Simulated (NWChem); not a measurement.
Species: CH5AlO2; SMILES C[O][AlH][OH]

Results from NWChem. Geometry: optimised at PBE0/def2-SVP. One conformer.

Diagonal of the polarisability tensor at CAM-B3LYP/def2-SVPD, static: 45.56, 53.53, 40.13 bohr³.

Q: Find the mean polarisability volume, the molar refraction, and the refractive index that an ideal gas of it would have at 273.15 K and 1 atm.

A: 
1. Mean: one third of the trace = 46.41 bohr³ × 0.14818 Å³/bohr³ = 6.88 Å³.
2. Molar refraction (Lorentz-Lorenz): (4π/3) N_A α = 17.3 cm³/mol.
3. Number density p/kT = 2.687 × 10⁻⁵ Å⁻³; n − 1 = 2π N α = 11.61 × 10⁻⁴.
4. These hold the electronic response alone: vibrational and orientational terms add to the static dielectric constant.
